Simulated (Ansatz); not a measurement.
```yaml
crystal:
  periodic: [false, false, false]
  atoms:
    - {symbol: Br, position_ang: [0.703251, 1.067001, -2.694752]}
    - {symbol: C, position_ang: [0.258946, 0.419194, -1.020039]}
    - {symbol: C, position_ang: [0.657162, -0.686524, -0.348646]}
    - {symbol: C, position_ang: [-0.035432, -0.637496, 0.897971]}
    - {symbol: C, position_ang: [-0.787078, 0.486046, 0.872891]}
    - {symbol: O, position_ang: [-0.614890, 1.144995, -0.300945]}
    - {symbol: H, position_ang: [1.350292, -1.432880, -0.698445]}
    - {symbol: H, position_ang: [0.023799, -1.350660, 1.704408]}
    - {symbol: H, position_ang: [-1.467549, 0.944025, 1.570457]}
basis:
  gaussian: {orbitals: STO-3G}
magnetization: {spin_polarized: true, initial_magnetization: 1}
hamiltonian: {xc: {name: r2SCAN0}}
```

```sh
$ ansatz run in.yaml --threads 4 --pin off --events-out ev --progress --plain --max-ram 10444MiB
```

It prints (some lines left out):

```
Error: a molecule whose nuclei and cores have a total charge of 70 cannot have a net charge of 0 together with 1 unpaired electrons
```

(1) Something in this input is off. What?

## Answers

(1) The number of unpaired electrons doesn't fit the electron count. The program refused the input.
